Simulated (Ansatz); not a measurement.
**Pulling the pair apart**

The pair of Cl⁻ (SMILES [Cl-], atom 1) and HF (SMILES F, atoms 2–3), both closed shells, in one local arrangement (a lower one may exist), relaxed at PBE0-D4/def2-TZVPD:

```xyz
3
angstrom
Cl -0.1412 -0.0331 -1.5682
F 0.1143 0.0268 1.2736
H 0.0269 0.0063 0.2945
```

HF is shifted rigidly along the line between the mean atom positions of the two fragments (negative: closer). Counterpoise interaction energies in kcal/mol. Ansatz 0.2.0; basis: def2-TZVPPD; cores frozen in the correlated methods.

```tsv
shift (Å)	wB97M-V	PBE-D4	MP2
-0.19	-23.32	-25.29	-22.52
-0.09	-25.14	-26.89	-24.31
0.00	-25.82	-27.39	-24.98
0.09	-25.74	-27.15	-24.89
0.22	-24.84	-26.06	-24.01
0.47	-22.03	-23.00	-21.28
0.94	-16.29	-17.00	-15.82
1.87	-9.09	-9.43	-8.99
```

What does CCSD(T) give at these shifts? (An estimate is asked for; the value comes from the calculation.)

Computed: -21.91, -23.82, -24.58, -24.58, -23.77, -21.14, -15.74, -8.92 kcal/mol. For zero shift, CCSD(T) at an estimated basis limit (MP2 extrapolated from triple and quadruple zeta, plus CCSD(T) − MP2 in triple zeta) gives -25.67 kcal/mol. These are counterpoise interaction energies, counted from the two frozen fragments.

T1 diagnostic: at most 0.010.

For scale, one of the runs: CCSD(T)/def2-TZVPPD, 108 basis functions, launched by `ansatz run in.yaml --threads 2 --pin off --events-out ev --progress --plain --max-ram 5222MiB`. The run took about 1.4 s on 2 CPU threads of an Arm Neoverse V2 (shared host).
